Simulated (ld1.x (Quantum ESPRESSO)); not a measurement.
## Pd, TM: configuration errors across variants

ld1.x (Quantum ESPRESSO) 7.5 input, shortened:

```
&input
   title='Pd', zed=46., rel=1, dft='PZ', iswitch=3,
   config='[Kr] 4d7 5s0 5p0'
 /
 &inputp
   pseudotype=2, tm=.true., lloc=0,
   nlcc=.false.
 /
3
4P  2  1   6.00   0.00  1.10  1.10  0.0
4D  3  2   7.00   0.00  1.95  1.95  0.0
4S  1  0   2.00   0.00  0.95  0.95  0.0
 &test
   configts(1)='4s2 4p6 4d7 5s0 5p0'
 /
```

All-electron excitation energies from the reference (eV): (1) 4s2 4p6 4d10 5s0 5p0 -65.065; (2) 4s2 4p6 4d9 5s0 5p0 -55.676; (3) 4s2 4p6 4d8 5s0 5p0 -34.595; (4) 4s2 4p6 4d9.5 5s0 5p0 -61.695; (5) 4s2 4p6 4d9 5s0 5p1 -59.747; (6) 4s2 4p6 4d8 5s1 5p0 -51.269; (7) 4s2 4p6 4d9 5s1 5p0 -63.629; (8) 4s2 4p6 4d7 5s0 5p0 spin -1.564; (9) 4s2 4p6 4d9 5s0 5p0 spin -55.820.

Spin tests fill each open shell by Hund’s rule, majority spin first.

4 further variants failed, have other tests or another functional or relativity, and are left out.

Errors AE − PS in meV (a dash: test not solved or not reliable):

| change | (1) | (2) | (3) | (4) | (5) | (6) | (7) | (8) | (9) | bound ghosts |
| --- | --- | --- | --- | --- | --- | --- | --- | --- | --- | --- |
| base | +20 | +20 | +11 | +21 | +38 | +122 | +85 | +137 | +31 | none |
| wave 4s (bound): rc 0.95 bohr becomes 4s (bound): rc 1.40 bohr | +108 | +73 | +27 | +93 | +177 | +1377 | +940 | +144 | +85 | none |
| local potential the p channel | +17 | +19 | +10 | +19 | +29 | +67 | +50 | +137 | +30 | none |
| all radii scaled by about 1.14 (s 1.08, p 1.26, d 2.22 bohr) | +35 | +38 | +20 | +39 | +62 | +196 | +137 | +145 | +50 | none |

**Question.** Give the same row for: wave 4d (bound): rc 1.95 bohr becomes 4d (bound): rc 2.02 bohr.

**Answer.** +20, +21, +12, +22, +39, +122, +85, +138, +33; bound ghosts: none.
